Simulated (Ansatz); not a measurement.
CH$_{4}$BFOS, SMILES `COB(F)S`. Total charge 0; spin multiplicity 1. All single points use the PBE0-D4/def2-TZVP geometry. It is one conformer, not always the lowest.

```xyz
9

C    -1.078   -0.851   -0.701
O    -0.526    0.403   -0.339
B     0.596    0.524    0.387
F     1.269   -0.545    0.820
S     1.184    2.196    0.774
H    -1.124   -0.909   -1.789
H    -0.485   -1.682   -0.318
H    -2.091   -0.912   -0.300
H     2.255    1.777    1.465
```

Task: What is the dipole moment at B3LYP/def2-TZVPP? (An estimate is asked.)

Result: Computed: 1.56 D, with components (-0.50, -1.44, -0.33) D in this frame, pointing from negative to positive charge.

Task: And with PBE, r2SCAN, ωB97M-V? (Estimate.)

Result: Computed: PBE 1.53 D, r2SCAN 1.58 D, ωB97M-V 1.59 D.

Task: Give the Mulliken charges with B3LYP, ωB97M-V, PBE in def2-TZVPP. (Best estimate.)

Result: The calculation gave: 
```json
{"atom": "C1", "B3LYP": "-0.10", "ωB97M-V": "-0.15", "PBE": "-0.12"}
{"atom": "O2", "B3LYP": "-0.28", "ωB97M-V": "-0.27", "PBE": "-0.21"}
{"atom": "B3", "B3LYP": "0.42", "ωB97M-V": "0.39", "PBE": "0.35"}
{"atom": "F4", "B3LYP": "-0.26", "ωB97M-V": "-0.26", "PBE": "-0.22"}
{"atom": "S5", "B3LYP": "-0.20", "ωB97M-V": "-0.18", "PBE": "-0.21"}
{"atom": "H6", "B3LYP": "0.11", "ωB97M-V": "0.13", "PBE": "0.11"}
{"atom": "H7", "B3LYP": "0.09", "ωB97M-V": "0.10", "PBE": "0.09"}
{"atom": "H8", "B3LYP": "0.11", "ωB97M-V": "0.13", "PBE": "0.11"}
{"atom": "H9", "B3LYP": "0.11", "ωB97M-V": "0.12", "PBE": "0.12"}
```

B3LYP here is the variant with VWN-RPA as its local correlation; programs differ in this.
